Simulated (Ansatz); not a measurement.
Basis-set series for Cl₂H₄OSi₂, SMILES `[SiH3]O[SiH](Cl)Cl`. Charge 0, multiplicity 1. The structure was optimised at the PBE0-D4/def2-TZVP level. It is one conformer, not always the lowest.

```
atom   x (Å)   y (Å)   z (Å)
 Si1   0.047  -0.381   1.549
  O2   0.572  -0.073   0.017
 Si3   0.169   0.344  -1.482
 Cl4  -1.054  -1.069  -2.295
 Cl5  -0.824   2.125  -1.468
  H6   1.230  -0.773   2.348
  H7  -0.944  -1.485   1.522
  H8  -0.574   0.841   2.115
  H9   1.377   0.470  -2.306
```

| functional | basis | functions | energy (Eh) | HOMO (eV) | LUMO (eV) |
| --- | --- | --- | --- | --- | --- |
| PBE0-D4 | def2-TZVPP | 255 | -1576.67060 | -9.18 | -0.11 |
| PBE0-D4 | def2-QZVPP | 457 | -1576.72268 | -9.21 | -0.26 |
| ωB97M-V | def2-TZVPP | 255 | -1577.18480 | -11.46 | 1.62 |
| ωB97M-V | def2-QZVPP | 457 | -1577.23356 | -11.50 | 1.24 |

(1) Give the rows for def2-SVP. (Estimate.)

Answers

(1) Computed: 
| functional | basis | functions | energy (Eh) | HOMO (eV) | LUMO (eV) |
| --- | --- | --- | --- | --- | --- |
| PBE0-D4 | def2-SVP | 106 | -1576.04108 | -9.06 | 0.37 |
| ωB97M-V | def2-SVP | 106 | -1576.55622 | -11.28 | 2.31 |

Positive LUMOs are unbound and depend on the basis.
